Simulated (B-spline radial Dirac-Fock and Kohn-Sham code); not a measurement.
# K-line shifts caused by a second vacancy in Sb³⁺

System: Sb³⁺, 1s2 2s2 2p6 3s2 3p6 3d10 4s2 4p6 4d10 5s2.

Input of the calculation (task.json; shells as n, l, electrons):

```json
{"items": [{
  "Z": 51,
  "q": 3,
  "cfg": [[1, 0, 2], [2, 0, 2], [2, 1, 6], [3, 0, 2], [3, 1, 6], [3, 2, 10], [4, 0, 2], [4, 1, 6], [4, 2, 10], [5, 0, 2]],
  "A": 121,
  "rrms": 4.6802,
  "do": ["binding", "quiet", "double"]
}]}
```

Launch: `python xray_run.py task.json out`

Level of theory: Dirac-Fock (average of configuration) total-energy differences with a finite nucleus, the Breit interaction including its frequency dependence, and self-energy and vacuum-polarisation corrections; a B-spline atomic structure program. Each two-hole energy is an average over J within one jj subconfiguration, not an observable level; in light atoms, where LS coupling holds, the j-resolved values are not observed lines, and for a K spectator the Kα1 hypersatellite is nearly forbidden. Correlation energy is missing from these numbers.

Lines without a spectator: Kα2 (K-L2) 26108.7 eV, Kα1 (K-L3) 26357.2 eV, Kβ3 (K-M2) 29675.4 eV, Kβ1 (K-M3) 29722.3 eV. Shifts in eV with one spectator hole (a dash: not computed, or left out as unreliable):

| spectator hole | Kα2 | Kα1 | Kβ3 | Kβ1 |
| --- | --- | --- | --- | --- |
| L2 (2p1/2) | +65.7 | +83.2 | – | +175.0 |
| L3 (2p3/2) | +63.5 | +63.9 | +153.8 | – |
| M2 (3p1/2) | – | +9.81 | +21.80 | +26.42 |
| M3 (3p3/2) | +7.13 | – | +22.22 | +21.68 |
| M4 (3d3/2) | +1.39 | -1.33 | – | – |
| M5 (3d5/2) | -1.85 | +0.17 | – | – |

**Question.** Where does the K-L3 hypersatellite lie, emitted when both K electrons are missing?

**Answer.** +610.7 eV from the normal line, at 26967.9 eV. Removing both K electrons costs 61888.2 eV, which is 825.6 eV more than twice the K binding energy.

With n spectator holes in 2p, averaged over the 2p shell (energies in eV):

```
n     KαLⁿ   step  hypersatellite KαʰLⁿ
0  26274.3      –               26878.5
1  26343.4  +69.1               26949.0
2  26413.7  +70.3               27020.8
3  26485.3  +71.6               27094.0
4  26558.3  +72.9               27168.4
5  26632.5  +74.2               27244.1
```
